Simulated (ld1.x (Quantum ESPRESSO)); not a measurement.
## aluminium (Al): one change to a TM potential, before and after

```json
{
 "Element": "Al (Z = 13)",
 "Generator": "ld1.x (Quantum ESPRESSO) 7.5",
 "Type": "norm-conserving Troullier–Martins (Kleinman–Bylander form)",
 "Functional": "PBE",
 "Relativity": "scalar-relativistic",
 "Frozen core": "[Ne]",
 "Valence charge": "3",
 "Reference configuration": "3s2 3p1",
 "Partial waves": "3p (bound): rc 2.75 bohr; 3s (bound): rc 1.70 bohr",
 "Local potential": "the s channel",
 "Core correction": "a·sin(br)/r model core inside 0.80 bohr"
}
```

Change: wave 3s (bound): rc 1.70 bohr becomes 3s (bound): rc 2.38 bohr.

Cutoffs: the cutoffs (Ry, on a coarse ladder) from which the occupation-weighted sum of valence levels, in a spherical-Bessel basis at the reference potential, stays within 10 and 1 mRy of its value at 400 Ry; they do not see the model core or the augmentation charge, which bear on the density cutoff. Errors are all-electron minus pseudo energies relative to the spin-unpolarised reference configuration.

Problem. Predict the effect on cutoff, ghosts and configuration errors.

Solution. The potential gets softer (10 Ry and 30 Ry → 8 Ry and 21 Ry); of the 7 tests that both files solve, the error grows in 3 and shrinks in 1 by more than 15 % and 0.3 meV (median size 1.0 → 2.9 meV); neither file shows a bound ghost. A larger radius leaves more room for a smooth pseudo-wave, so fewer plane waves are needed.

| quantity | base | changed |
| --- | --- | --- |
| cutoff, loose | 10 Ry | 8 Ry |
| cutoff, tight | 30 Ry | 21 Ry |
| bound ghosts | none | none |
| error for 3s2 3p0, meV [ΔE 5.76 eV] | +1.0 | +1.7 |
| error for 3s1 3p0, meV [ΔE 24.99 eV] | +9.8 | +8.5 |
| error for 3s2 3p0.5, meV [ΔE 2.09 eV] | +0.2 | +0.3 |
| error for 3s2 3p1.3, meV [ΔE -0.57 eV] | +0.1 | +0.1 |
| error for 3s1 3p1, meV [ΔE 11.57 eV] | +5.1 | +2.9 |
| error for 3s0 3p3, meV [ΔE 10.45 eV] | -3.0 | -20 |
| error for 3s1 3p2, meV [ΔE 5.14 eV] | -1.0 | -4.8 |
| s: phases at 3.02 bohr within 0.05 rad from the reference energy up to (Ry; the scan ends near 5) | 1.6 | 1.4 |
| p: phases at 3.02 bohr within 0.05 rad from the reference energy up to (Ry; the scan ends near 5) | 1.7 | 1.6 |
